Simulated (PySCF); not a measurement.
Zn(Br)(SeH) (BrHSeZn), SMILES [SeH][Zn][Br]. Atoms are numbered in the order given.

```xyz
4

Zn    -0.0081     0.0153     0.0000
Br     0.0038     2.2702     0.0000
Se    -0.0390    -2.2825     0.0000
H      1.4392    -2.3116     0.0000
```
Charge 0, spin multiplicity 1.

Coordinates come from a B3LYP-D3(BJ)/def2-SVP optimisation. The structure was generated by enumeration; whether it is a known compound was not checked. Other conformers were not sampled.

Two levels are set side by side: PBE/pcSseg-1 (PySCF) and KT2/pcSseg-1 (PySCF). GIAO shifts against Me2Se (⁷⁷Se), TMS (¹H) at the same level; non-relativistic, no solvent, atoms listed together averaged. Without spin–orbit terms, shifts of atoms bonded to Cl or Br come out too high at both levels. Differences are taken from unrounded values.

```json
[
 {"quantity": "δ(⁷⁷Se) of Se3 (ppm)", "PBE": "-566.0"},
 {"quantity": "δ(¹H) of H4 (ppm)", "PBE": "0.38"}
]
```

**Question.** These are the PBE values. What does KT2 give? (The exact figures need the calculation; the answer reports its results.)

**Answer.** 
```
quantity                 KT2  PBE minus KT2
--------------------  ------  -------------
δ(⁷⁷Se) of Se3 (ppm)  -541.2          -24.8
δ(¹H) of H4 (ppm)       0.39          -0.01
```

Rough cost on one machine, each run with all the roots and properties that it gave: KT2 against PBE within a factor of 2.
